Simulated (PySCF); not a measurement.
BH₅OSn.
Structure used (PBE0-D3(BJ)/def2-SVP), in Å, numbered top down from 1:
```
atom  x, y, z in Å
B1     1.6280   -0.2107    0.3860
O2     0.5247    0.5118    0.6037
Sn3   -1.2883    0.2231   -0.2383
H4     1.6283   -1.1631   -0.3820
H5     2.6426    0.1037    0.9790
H6    -1.5961    1.6698   -1.0893
H7    -1.1439   -1.1495   -1.2453
H8    -2.3373   -0.0037    1.0883
```

The calculation used PBE0-D3(BJ)/def2-SVP geometry optimisation, gas phase, def2 core potentials past Kr in PySCF 2.14.0.

Task: Which atoms are bound to Sn3, and at what distances?

Result: 4 atoms: H8 1.706 Å, H6 1.706 Å, H7 1.709 Å, O2 2.020 Å. The nearest atom not counted as bound is B1, at 3.01 Å.

Task: List the angles at Sn3.

Result: 
| angle | degrees | distance of the outer atoms (Å) |
| --- | --- | --- |
| H7–Sn3–H8 | 113.8 | 2.86 |
| H6–Sn3–H7 | 113.7 | 2.86 |
| H6–Sn3–H8 | 112.9 | 2.84 |
| O2–Sn3–H7 | 106.5 | 2.99 |
| O2–Sn3–H6 | 104.4 | 2.95 |
| O2–Sn3–H8 | 104.3 | 2.95 |

Task: What is the shape at Sn3?

Result: Distorted tetrahedral: angles from 104.3° to 113.8°; τ4 = (360° − α − β)/141° = 0.94 with α and β the two widest (0 for a square, 1 for a tetrahedron).

Task: What are the other bond lengths?

Result: B1–O2 1.337 Å; B1–H4, B1–H5 1.220 Å.

Task: Give some angles away from the centre.

Result: B1–O2–Sn3 126.6°.

Task: What are the rotational constants (commonest isotopes, rigid rotor)?

Result: A = 32127, B = 3203, C = 3057 MHz: a near-prolate asymmetric top.

Charge 0, singlet. Whether it is a minimum is left open (no frequencies).

One conformer stands for the species.
